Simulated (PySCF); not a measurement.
```xyz
3
charge 0 multiplicity 3, angstrom
Ti   -0.3186   -0.0145   -0.8596
H     0.5700    0.0260   -2.3738
Cl    0.4207    0.0192    1.2474
```

Level of theory: UPBE0/[Ti def2-TZVP, H def2-TZVP, Cl def2-TZVP], no relativity, density fitting, PySCF.

This geometry of TiHCl is a stationary point at this level.

Problem. What is the point group?

Solution. Cs.

Problem. Is it a minimum?

Solution. Yes: all harmonic wavenumbers are real.

Problem. Which band is strongest in the infrared?

Solution. 1619 cm⁻¹, 385 km/mol.

Problem. Give the atomic charges and bond orders.

Solution. 
| atom | Mulliken | Löwdin | polar tensor | spin (Mulliken) | Mayer order to Ti1 |
| --- | --- | --- | --- | --- | --- |
| Ti1 | 0.66 | 0.19 | 1.13 | 2.12 | – |
| H2 | -0.21 | -0.19 | -0.47 | -0.08 | 0.93 |
| Cl3 | -0.45 | 0.00 | -0.66 | -0.04 | 1.01 |

Problem. What is the atomisation energy, with and without zero-point energy?

Solution. 724 kJ/mol without, 710 kJ/mol with.

The spin densities have lower symmetry than the nuclear frame, so modes carry no symmetry labels. This need not be the most stable arrangement of these atoms. Open d and f shells are described by one determinant, and the ground state may have another occupation or spin.
